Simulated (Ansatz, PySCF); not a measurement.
Species: SnF3, net charge 1, singlet state. It need not be the lowest isomer of its formula. 
Coordinates optimised at B3LYP-D3(BJ)/def2-TZVP (Ansatz, an electronic-structure program):
SMILES: [F][Sn+]([F])[F]
```xyz
4

Sn     0.0000     0.0000     0.0000
F     -1.5544    -1.0024     0.0836
F     -0.0371     1.7079    -0.7140
F      1.5915    -0.7055     0.6304
```
Charge +1, spin multiplicity 1.

Total electronic energies in hartree. Correlated levels leave the core frozen unless marked. No spin-orbit coupling. Frozen are the shells of the preceding noble gas and the d and f shells that filled before the atom's block. In def2 rows, elements after Kr have scalar-relativistic effective core potentials. Basis-set limits of correlation are two-point, X^-3; Hartree-Fock from the larger set. The bracket is a focal-point correction in the basis named.

| level | program | energy (Eh) |
|---|---|---|
| HF/def2-TZVPP | Ansatz | -511.51481 |
| HF-D4/def2-TZVPD | PySCF + dftd4 | -511.52558 |
| BLYP-D4/def2-TZVPD | Ansatz + dftd4 | -513.61703 |
| r2SCAN/def2-TZVPD | Ansatz | -513.62995 |
| PBE0/def2-QZVPP | Ansatz | -513.40537 |
| BHLYP/def2-TZVPD | Ansatz | -513.47941 |
| TPSSh-D3(BJ)/def2-TZVPD | PySCF + dftd3 | -513.58638 |
| CAM-B3LYP-D4/def2-TZVPD | Ansatz + dftd4 | -513.58304 |
| CAM-B3LYP/def2-TZVPD | Ansatz | -513.58121 |
| CAM-B3LYP/def2-TZVPD | PySCF | -513.58124 |
| LC-wPBE/def2-TZVPD | Ansatz | -513.53660 |
| wB97X/def2-TZVPD | Ansatz | -513.64194 |
| B2GP-PLYP/def2-TZVPD | Ansatz | -513.12925 |
| PBE-QIDH/def2-TZVPD | Ansatz | -513.08356 |
| MP2/def2-SVPD | Ansatz | -511.80754 |
| RI-MP2/CBS(def2-TZVPP,def2-QZVPP) | Ansatz | -512.5240 |
| SCS-MP2/def2-SVP | Ansatz | -511.72025 |
| SCS-MP2/def2-TZVPP | Ansatz | -512.34137 |
| CCSD/def2-SVPD | Ansatz | -511.80298 |
| CCSD(T)/def2-SVPD | Ansatz | -511.82073 |
| RI-MP2/CBS(def2-TZVPPD,def2-QZVPPD)+[CCSD(T)-MP2]/def2-SVPD | Ansatz | -512.5351 |
| RI-MP2/CBS(def2-TZVPP,def2-QZVPP)+[CCSD(T)-MP2]/def2-TZVPP | Ansatz | -512.5412 |
| RI-MP2/CBS(def2-TZVPPD,def2-QZVPPD)+[CCSD(T)-MP2]/def2-TZVPPD | Ansatz | -512.5400 |

Totals of different functionals don't rank their quality; only differences between species are comparable.
